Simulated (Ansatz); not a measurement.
## Nudged elastic band run: ClH6NOSiZn

Input:

```yaml
crystal:
  periodic: [false, false, false]
  atoms:
    - { symbol: Zn, position_ang: [0.157616, 0.023426, 0.273821] }
    - { symbol: O, position_ang: [-0.484604, -0.422229, 1.912563] }
    - { symbol: H, position_ang: [-1.392331, -0.748034, 1.946013] }
    - { symbol: Cl, position_ang: [0.142137, 0.372127, -1.858953] }
    - { symbol: "N", position_ang: [2.025086, 0.740269, 1.130261] }
    - { symbol: H, position_ang: [2.682925, -0.042892, 1.152939] }
    - { symbol: Si, position_ang: [2.71265, 2.229146, 0.406843] }
    - { symbol: H, position_ang: [3.261849, 1.853548, -0.916889] }
    - { symbol: H, position_ang: [1.602296, 3.208665, 0.301685] }
    - { symbol: H, position_ang: [3.793644, 2.793981, 1.264286] }
    - { symbol: H, position_ang: [1.648433, 0.83079, 2.079932] }
basis:
  gaussian: { orbitals: def2-SVP }
hamiltonian:
  xc: b3lyp
neb:
  order_check: false
  images: 5
  f_tol: 0.05
  max_iterations: 60
  optimiser: lbfgs
  climbing: immediate
  final_atoms:
    - { symbol: Zn, position_ang: [0.62800751, 0.00884603, -0.16666777] }
    - { symbol: O, position_ang: [-0.17320978, -0.28123367, 1.82450886] }
    - { symbol: H, position_ang: [-0.99430585, 0.09042633, 2.17705184] }
    - { symbol: Cl, position_ang: [-0.77985052, -0.47547428, -1.70143458] }
    - { symbol: "N", position_ang: [2.17333792, 0.6716355, 0.69935633] }
    - { symbol: H, position_ang: [2.88716431, -0.03691624, 0.88139751] }
    - { symbol: Si, position_ang: [2.8246093, 2.26698906, 0.48759323] }
    - { symbol: H, position_ang: [3.7263168, 2.45522354, -0.69926827] }
    - { symbol: H, position_ang: [1.66673097, 3.20273918, 0.31591385] }
    - { symbol: H, position_ang: [3.61031852, 2.70903156, 1.68582795] }
    - { symbol: H, position_ang: [0.58058182, 0.22752998, 2.18822204] }
  initial_path:
    images:
      - { positions_ang: [[0.157616, 0.023426, 0.273821], [-0.484604, -0.422229, 1.912563], [-1.392331, -0.748034, 1.946013], [0.142137, 0.372127, -1.858953], [2.025086, 0.740269, 1.130261], [2.682925, -0.042892, 1.152939], [2.71265, 2.229146, 0.406843], [3.261849, 1.853548, -0.916889], [1.602296, 3.208665, 0.301685], [3.793644, 2.793981, 1.264286], [1.648433, 0.83079, 2.079932]] }
      - { positions_ang: [[0.09652085, 0.03023179, 0.18054273], [-0.32372234, -0.28378491, 1.9861264], [-1.23246328, -0.59187205, 2.12204076], [0.07792872, 0.28040285, -1.98771751], [2.02769612, 0.67655775, 0.98237256], [2.66758276, -0.09341436, 1.14876879], [2.70048519, 2.2321315, 0.42870915], [3.39500775, 1.98622237, -0.81293386], [1.59399937, 3.1855241, 0.24697895], [3.63131811, 2.75614099, 1.41381366], [1.51534773, 0.66065697, 1.98379937]] }
      - { positions_ang: [[0.0354257, 0.03703759, 0.08726447], [-0.16284068, -0.14534083, 2.05968979], [-1.07259555, -0.43571009, 2.29806851], [0.01372044, 0.18867869, -2.11648202], [2.03030624, 0.6128465, 0.83448413], [2.65224053, -0.14393672, 1.14459858], [2.68832038, 2.235117, 0.45057531], [3.5281665, 2.11889674, -0.70897872], [1.58570274, 3.1623832, 0.19227289], [3.46899222, 2.71830098, 1.56334132], [1.38226247, 0.49052394, 1.88766674]] }
      - { positions_ang: [[-0.02566944, 0.04384338, -0.0060138], [-0.00195902, -0.00689674, 2.13325319], [-0.91272783, -0.27954814, 2.47409627], [-0.05048783, 0.09695454, -2.24524654], [2.03291636, 0.54913525, 0.68659569], [2.63689829, -0.19445908, 1.14042837], [2.67615557, 2.2381025, 0.47244146], [3.66132526, 2.25157112, -0.60502358], [1.5774061, 3.1392423, 0.13756684], [3.30666633, 2.68046097, 1.71286898], [1.2491772, 0.32039091, 1.79153411]] }
      - { positions_ang: [[0.19222288, 0.0321776, -0.05956512], [-0.05904261, -0.09834238, 2.03033841], [-0.9399205, -0.15622332, 2.37508146], [-0.29360873, -0.09385507, -2.06397589], [2.07972355, 0.58996867, 0.69084924], [2.7203203, -0.1419448, 1.05408475], [2.72564015, 2.24773136, 0.47749205], [3.6829891, 2.31945526, -0.63643847], [1.60718106, 3.16040793, 0.19701584], [3.40788373, 2.6899845, 1.70385531], [1.02631208, 0.28943727, 1.92376342]] }
      - { positions_ang: [[0.41011519, 0.02051181, -0.11311644], [-0.11612619, -0.18978803, 1.92742364], [-0.96711317, -0.03289849, 2.27606665], [-0.53672963, -0.28466468, -1.88270524], [2.12653073, 0.63080209, 0.69510278], [2.80374231, -0.08943052, 0.96774113], [2.77512472, 2.25736021, 0.48254264], [3.70465295, 2.3873394, -0.66785337], [1.63695601, 3.18157355, 0.25646485], [3.50910112, 2.69950803, 1.69484163], [0.80344695, 0.25848362, 2.05599273]] }
      - { positions_ang: [[0.62800751, 0.00884603, -0.16666777], [-0.17320978, -0.28123367, 1.82450886], [-0.99430585, 0.09042633, 2.17705184], [-0.77985052, -0.47547428, -1.70143458], [2.17333792, 0.6716355, 0.69935633], [2.88716431, -0.03691624, 0.88139751], [2.8246093, 2.26698906, 0.48759323], [3.7263168, 2.45522354, -0.69926827], [1.66673097, 3.20273918, 0.31591385], [3.61031852, 2.70903156, 1.68582795], [0.58058182, 0.22752998, 2.18822204]] }
```

Run as:

```bash
$ ansatz run input.yaml --threads 4 --pin off --max-ram 5120MiB --backend cpu --events-out ev --progress --plain --runs-dir out
```

Output, in part (warnings, iteration lines, the closing report on the highest movable image, with atoms numbered from 0):

```
NEB end point (image 0): max|allowed force component| = 2.663e-2 eV/Å (the criterion of neb.relax_end_points is 1.000e-2)
NEB end point (image 6): max|allowed force component| = 2.607e-2 eV/Å (the criterion of neb.relax_end_points is 1.000e-2)
NEB iter   1: max|band force component| = 3.472e0 eV/Å  barrier→ = 2.1284 eV  barrier← = 1.8702 eV  CI = image 3  Δτ_max = 0.0604 Å  (194 SCF iters)
NEB iter   2: max|band force component| = 2.722e0 eV/Å  barrier→ = 1.5446 eV  barrier← = 1.2863 eV  CI = image 3  Δτ_max = 0.1161 Å  (156 SCF iters)
NEB iter   3: max|band force component| = 4.890e0 eV/Å  barrier→ = 1.0248 eV  barrier← = 0.7666 eV  CI = image 4  Δτ_max = 0.0922 Å  (154 SCF iters)
NEB iter   4: max|band force component| = 1.671e0 eV/Å  barrier→ = 0.9431 eV  barrier← = 0.6849 eV  CI = image 4  Δτ_max = 0.0171 Å  (155 SCF iters)
NEB iter   5: max|band force component| = 1.180e0 eV/Å  barrier→ = 0.9032 eV  barrier← = 0.6449 eV  CI = image 4  Δτ_max = 0.0842 Å  (158 SCF iters)
NEB iter   6: max|band force component| = 1.715e0 eV/Å  barrier→ = 0.7670 eV  barrier← = 0.5087 eV  CI = image 4  Δτ_max = 0.0325 Å  (153 SCF iters)
NEB iter   7: max|band force component| = 5.041e-1 eV/Å  barrier→ = 0.7443 eV  barrier← = 0.4860 eV  CI = image 4  Δτ_max = 0.0076 Å  (151 SCF iters)
NEB iter   8: max|band force component| = 4.856e-1 eV/Å  barrier→ = 0.7272 eV  barrier← = 0.4689 eV  CI = image 4  Δτ_max = 0.0815 Å  (130 SCF iters)
NEB iter   9: max|band force component| = 7.522e-1 eV/Å  barrier→ = 0.6336 eV  barrier← = 0.3753 eV  CI = image 4  Δτ_max = 0.0116 Å  (153 SCF iters)
NEB iter  10: max|band force component| = 3.918e-1 eV/Å  barrier→ = 0.6208 eV  barrier← = 0.3625 eV  CI = image 4  Δτ_max = 0.0170 Å  (152 SCF iters)
NEB iter  11: max|band force component| = 3.286e-1 eV/Å  barrier→ = 0.6109 eV  barrier← = 0.3526 eV  CI = image 4  Δτ_max = 0.0205 Å  (152 SCF iters)
NEB iter  12: max|band force component| = 4.871e-1 eV/Å  barrier→ = 0.6042 eV  barrier← = 0.3460 eV  CI = image 4  Δτ_max = 0.0082 Å  (144 SCF iters)
NEB iter  13: max|band force component| = 3.369e-1 eV/Å  barrier→ = 0.5997 eV  barrier← = 0.3415 eV  CI = image 4  Δτ_max = 0.0080 Å  (132 SCF iters)
NEB iter  14: max|band force component| = 2.951e-1 eV/Å  barrier→ = 0.5969 eV  barrier← = 0.3386 eV  CI = image 4  Δτ_max = 0.0310 Å  (122 SCF iters)
NEB iter  15: max|band force component| = 4.353e-1 eV/Å  barrier→ = 0.5912 eV  barrier← = 0.3330 eV  CI = image 4  Δτ_max = 0.0067 Å  (150 SCF iters)
NEB iter  16: max|band force component| = 2.807e-1 eV/Å  barrier→ = 0.5876 eV  barrier← = 0.3294 eV  CI = image 4  Δτ_max = 0.0102 Å  (125 SCF iters)
NEB iter  17: max|band force component| = 2.103e-1 eV/Å  barrier→ = 0.5853 eV  barrier← = 0.3270 eV  CI = image 4  Δτ_max = 0.0176 Å  (138 SCF iters)
NEB iter  18: max|band force component| = 2.814e-1 eV/Å  barrier→ = 0.5831 eV  barrier← = 0.3249 eV  CI = image 4  Δτ_max = 0.0050 Å  (136 SCF iters)
NEB iter  19: max|band force component| = 1.980e-1 eV/Å  barrier→ = 0.5809 eV  barrier← = 0.3227 eV  CI = image 4  Δτ_max = 0.0085 Å  (122 SCF iters)
NEB iter  20: max|band force component| = 2.023e-1 eV/Å  barrier→ = 0.5794 eV  barrier← = 0.3211 eV  CI = image 4  Δτ_max = 0.0035 Å  (123 SCF iters)
NEB iter  21: max|band force component| = 1.902e-1 eV/Å  barrier→ = 0.5785 eV  barrier← = 0.3202 eV  CI = image 4  Δτ_max = 0.0176 Å  (115 SCF iters)
NEB iter  22: max|band force component| = 2.148e-1 eV/Å  barrier→ = 0.5765 eV  barrier← = 0.3182 eV  CI = image 4  Δτ_max = 0.0038 Å  (146 SCF iters)
NEB iter  23: max|band force component| = 1.695e-1 eV/Å  barrier→ = 0.5753 eV  barrier← = 0.3170 eV  CI = image 4  Δτ_max = 0.0083 Å  (120 SCF iters)
NEB iter  24: max|band force component| = 1.723e-1 eV/Å  barrier→ = 0.5741 eV  barrier← = 0.3159 eV  CI = image 4  Δτ_max = 0.0030 Å  (123 SCF iters)
NEB iter  25: max|band force component| = 1.619e-1 eV/Å  barrier→ = 0.5735 eV  barrier← = 0.3152 eV  CI = image 4  Δτ_max = 0.0167 Å  (117 SCF iters)
NEB iter  26: max|band force component| = 1.746e-1 eV/Å  barrier→ = 0.5718 eV  barrier← = 0.3136 eV  CI = image 4  Δτ_max = 0.0035 Å  (132 SCF iters)
NEB iter  27: max|band force component| = 1.353e-1 eV/Å  barrier→ = 0.5709 eV  barrier← = 0.3127 eV  CI = image 4  Δτ_max = 0.0096 Å  (121 SCF iters)
NEB iter  28: max|band force component| = 1.480e-1 eV/Å  barrier→ = 0.5698 eV  barrier← = 0.3115 eV  CI = image 4  Δτ_max = 0.0031 Å  (123 SCF iters)
NEB iter  29: max|band force component| = 1.521e-1 eV/Å  barrier→ = 0.5693 eV  barrier← = 0.3110 eV  CI = image 4  Δτ_max = 0.0026 Å  (115 SCF iters)
NEB iter  30: max|band force component| = 1.299e-1 eV/Å  barrier→ = 0.5690 eV  barrier← = 0.3107 eV  CI = image 4  Δτ_max = 0.0151 Å  (106 SCF iters)
NEB iter  31: max|band force component| = 3.916e-1 eV/Å  barrier→ = 0.5674 eV  barrier← = 0.3091 eV  CI = image 4  Δτ_max = 0.0069 Å  (129 SCF iters)
NEB iter  32: max|band force component| = 2.438e-1 eV/Å  barrier→ = 0.5670 eV  barrier← = 0.3087 eV  CI = image 4  Δτ_max = 0.0017 Å  (123 SCF iters)
NEB iter  33: max|band force component| = 1.564e-1 eV/Å  barrier→ = 0.5667 eV  barrier← = 0.3085 eV  CI = image 4  Δτ_max = 0.0096 Å  (106 SCF iters)
NEB iter  34: max|band force component| = 2.116e-1 eV/Å  barrier→ = 0.5658 eV  barrier← = 0.3075 eV  CI = image 4  Δτ_max = 0.0041 Å  (121 SCF iters)
NEB iter  35: max|band force component| = 1.568e-1 eV/Å  barrier→ = 0.5654 eV  barrier← = 0.3071 eV  CI = image 4  Δτ_max = 0.0028 Å  (112 SCF iters)
NEB iter  36: max|band force component| = 1.572e-1 eV/Å  barrier→ = 0.5651 eV  barrier← = 0.3068 eV  CI = image 4  Δτ_max = 0.0028 Å  (111 SCF iters)
NEB iter  37: max|band force component| = 1.124e-1 eV/Å  barrier→ = 0.5649 eV  barrier← = 0.3066 eV  CI = image 4  Δτ_max = 0.0039 Å  (106 SCF iters)
NEB iter  38: max|band force component| = 2.390e-1 eV/Å  barrier→ = 0.5644 eV  barrier← = 0.3062 eV  CI = image 4  Δτ_max = 0.0044 Å  (106 SCF iters)
NEB iter  39: max|band force component| = 1.577e-1 eV/Å  barrier→ = 0.5642 eV  barrier← = 0.3059 eV  CI = image 4  Δτ_max = 0.0016 Å  (106 SCF iters)
NEB iter  40: max|band force component| = 1.473e-1 eV/Å  barrier→ = 0.5640 eV  barrier← = 0.3058 eV  CI = image 4  Δτ_max = 0.1325 Å  (100 SCF iters)
NEB iter  41: max|band force component| = 3.364e-1 eV/Å  barrier→ = 0.5549 eV  barrier← = 0.2967 eV  CI = image 4  Δτ_max = 0.0064 Å  (152 SCF iters)
NEB iter  42: max|band force component| = 2.015e-1 eV/Å  barrier→ = 0.5536 eV  barrier← = 0.2953 eV  CI = image 4  Δτ_max = 0.0019 Å  (123 SCF iters)
NEB iter  43: max|band force component| = 4.529e-2 eV/Å  barrier→ = 0.5530 eV  barrier← = 0.2948 eV  CI = image 4  Δτ_max = 0.0000 Å  (248 SCF iters)
Total energy: -72443.35183142 eV, -2662.2440759373 hartree
Atom 0 at     0.382254    -0.000311    -0.136185 Å, force    -0.001444    -0.021709     0.019725 eV/Å
Atom 1 at    -0.039048    -0.216802     1.785162 Å, force     0.036607     0.007059    -0.028304 eV/Å
Atom 2 at    -0.771729     0.085072     2.335455 Å, force    -0.023218     0.047309    -0.006758 eV/Å
Atom 3 at    -0.543597    -0.224175    -2.048267 Å, force    -0.001964    -0.018020     0.018986 eV/Å
Atom 4 at     2.010901     0.629037     0.900011 Å, force    -0.006299    -0.010471    -0.009831 eV/Å
Atom 5 at     2.733688    -0.089930     0.993980 Å, force     0.000934    -0.002734    -0.015400 eV/Å
Atom 6 at     2.698824     2.220133     0.601921 Å, force     0.006268    -0.011017     0.003284 eV/Å
Atom 7 at     3.620744     2.186568    -0.572867 Å, force     0.001421     0.044368     0.002018 eV/Å
Atom 8 at     1.565641     3.145823     0.308734 Å, force    -0.008676    -0.000310     0.006297 eV/Å
Atom 9 at     3.460171     2.760041     1.769665 Å, force    -0.003393    -0.026465     0.010900 eV/Å
Atom 10 at     1.031851     0.343343     1.754892 Å, force    -0.000237    -0.008011    -0.000917 eV/Å
Dipole moment:     0.230276     0.074907     0.634422 e Å
```

The forces met the threshold. The order of the point at the top wasn't checked. The orbitals stay closed-shell, which can raise the energy where a bond breaks towards radicals; this wasn't checked here.

Final band (atoms are numbered from 1 in the order of the input):

```tsv
image	path coordinate (Å)	energy (kJ/mol)	N5–H11 (Å)	O2–H11 (Å)
0	0.00	0.0	1.03	2.48
1	0.58	0.7	1.03	2.20
2	1.17	2.7	1.03	1.98
3	1.76	12.9	1.05	1.71
4	2.34	53.4	1.33	1.21
5	2.90	28.5	1.86	1.00
6	3.45	24.9	2.23	0.98
```

Run time: 16 min on 4 threads of Intel(R) Xeon(R) Platinum 8259CL CPU @ 2.50GHz (Skylake/Cascade Lake) (shared host), peak memory 0.41 GiB.
